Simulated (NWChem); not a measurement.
# InGeH$_{3}$Cl$_{2}$; SMILES [Cl][In]([Cl])[GeH3]

Results from NWChem. Geometry: optimised at PBE-D3(BJ)/def2-SVP (def2 core potentials past Kr). No frequency run checked for a minimum.

### Question
Predict the results for B3LYP/3-21G, non-relativistic. Quantities: highest occupied level (eV); orbital gap (eV); dipole (D).

### Answer
```json
{
  "highest occupied level (eV)": "-8.09",
  "orbital gap (eV)": "5.61",
  "dipole (D)": "4.65"
}
```
